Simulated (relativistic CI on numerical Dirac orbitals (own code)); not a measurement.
Ru³⁺: resonant inelastic scattering at the M2,3 edge

Computed with this model: Dirac-Coulomb-Breit CI, KLI orbitals optimised for each configuration, a model potential for QED, valence Slater integrals scaled by 0.7, Kramers-Heisenberg scattering through one core-hole configuration in a parametric crystal field; configurations [Kr] 4d5 → [Ne] 3s2 3p5 3d10 4s2 4p6 4d6; 10 K; core-hole width 2 eV; summed over polarisations. Incident energies are the highest absorption maxima for each field (at most a few, so the weaker spin-orbit partner edge can be absent), on the computed scale of the free ion. Intensities are in per cent of the strongest line above 0.02 eV; levels within 1 cm⁻¹ are merged; final levels count from the ground level, the first row holds all elastic scattering, lines under 0.4 are left out and each table stops after 24 rows. The scale of the Slater integrals is a model choice and moves the terms in proportion.

Field parameters in Wybourne normalisation: D3d B²₀ = −7Dσ, B⁴₀ = −14Dq − 21Dτ, B⁴₃ = −14√(10/7) Dq. The field is a parameter set, without covalency.

S is read from ⟨S²⟩ = S(S + 1).

D3d, 10Dq = 29650, Dσ = -1200, Dτ = 280 cm⁻¹:

```csv
Final level (eV),Degeneracy,Irrep,S,464.8 eV,467.9 eV,490.5 eV
0.000,2,Γ4,0.52,391.0,979.5,99.0
0.225,2,Γ4,0.51,93.0,24.2,3.1
0.276,2,Γ5+Γ6,0.51,81.0,18.3,2.7
2.408,2,Γ4,1.52,0.7,7.3,2.3
2.411,2,Γ5+Γ6,1.52,0.6,7.6,2.4
2.435,2,Γ4,1.52,5.0,51.8,23.5
2.479,2,Γ5+Γ6,1.50,1.6,20.9,10.2
2.510,2,Γ4,1.50,2.1,24.3,12.0
2.547,2,Γ4,1.50,1.3,17.8,8.4
2.975,2,Γ4,1.49,1.9,18.6,7.4
2.989,2,Γ5+Γ6,1.49,1.8,21.7,10.8
3.134,2,Γ4,1.50,1.4,14.4,7.3
3.141,2,Γ5+Γ6,1.49,2.0,23.4,12.1
3.149,2,Γ4,1.48,1.5,19.6,7.7
3.161,2,Γ4,1.48,1.5,19.8,11.8
3.543,2,Γ4,0.52,11.8,83.9,23.9
3.563,2,Γ5+Γ6,0.51,13.8,100.0,25.9
3.610,2,Γ4,0.54,6.5,53.0,16.9
3.703,2,Γ4,0.51,1.6,15.5,5.2
3.724,2,Γ4,2.47,0.1,0.4,0.2
3.811,2,Γ4,0.55,3.7,25.3,29.0
3.855,2,Γ5+Γ6,0.53,2.6,29.4,4.6
3.867,2,Γ4,0.54,1.4,14.0,7.7
4.059,2,Γ5+Γ6,0.52,1.6,21.8,8.4
```

D3d, 10Dq = 29650, Dσ = -860, Dτ = 280 cm⁻¹:

| Final level (eV) | Degeneracy | Irrep | S | 464.8 eV | 467.9 eV | 490.5 eV |
| --- | --- | --- | --- | --- | --- | --- |
| 0.000 | 2 | Γ4 | 0.52 | 376.2 | 928.4 | 93.8 |
| 0.246 | 2 | Γ5+Γ6 | 0.51 | 73.3 | 18.0 | 2.6 |
| 0.263 | 2 | Γ4 | 0.51 | 88.1 | 21.8 | 2.7 |
| 2.409 | 2 | Γ4 | 1.52 | 1.0 | 10.6 | 3.9 |
| 2.418 | 2 | Γ5+Γ6 | 1.52 | 0.6 | 6.5 | 1.8 |
| 2.446 | 2 | Γ4 | 1.52 | 4.6 | 47.3 | 21.2 |
| 2.493 | 2 | Γ5+Γ6 | 1.50 | 1.5 | 20.1 | 9.9 |
| 2.502 | 2 | Γ4 | 1.50 | 1.8 | 21.6 | 10.6 |
| 2.532 | 2 | Γ4 | 1.50 | 1.1 | 15.9 | 7.6 |
| 3.018 | 2 | Γ4 | 1.49 | 1.3 | 13.4 | 6.2 |
| 3.031 | 2 | Γ5+Γ6 | 1.49 | 1.7 | 19.5 | 8.8 |
| 3.087 | 2 | Γ4 | 1.50 | 1.8 | 18.1 | 8.5 |
| 3.102 | 2 | Γ5+Γ6 | 1.49 | 1.9 | 22.9 | 12.8 |
| 3.115 | 2 | Γ4 | 1.48 | 1.6 | 20.8 | 8.7 |
| 3.129 | 2 | Γ4 | 1.48 | 1.3 | 17.0 | 9.8 |
| 3.556 | 2 | Γ5+Γ6 | 0.51 | 14.1 | 100.0 | 24.9 |
| 3.557 | 2 | Γ4 | 0.52 | 11.1 | 79.4 | 23.5 |
| 3.607 | 2 | Γ4 | 0.54 | 5.8 | 48.7 | 15.5 |
| 3.696 | 2 | Γ4 | 0.53 | 1.0 | 11.9 | 3.0 |
| 3.817 | 2 | Γ4 | 0.54 | 3.6 | 23.4 | 30.6 |
| 3.866 | 2 | Γ4 | 0.54 | 2.0 | 19.6 | 5.2 |
| 3.886 | 2 | Γ5+Γ6 | 0.53 | 1.5 | 17.9 | 4.4 |
| 4.028 | 2 | Γ5+Γ6 | 0.52 | 2.1 | 26.6 | 8.1 |
| 4.037 | 2 | Γ4 | 0.52 | 2.4 | 28.4 | 7.7 |

For the first field the strongest loss at the lowest incident energy is the level at 0.22 eV (S = 0.51, against 0.52 in the thermal ground state). Levels of other spin, the first over 8 % at 2.44 eV, appear because spin-orbit coupling of the core hole, and in heavier ions of the valence shell too, mixes spins.
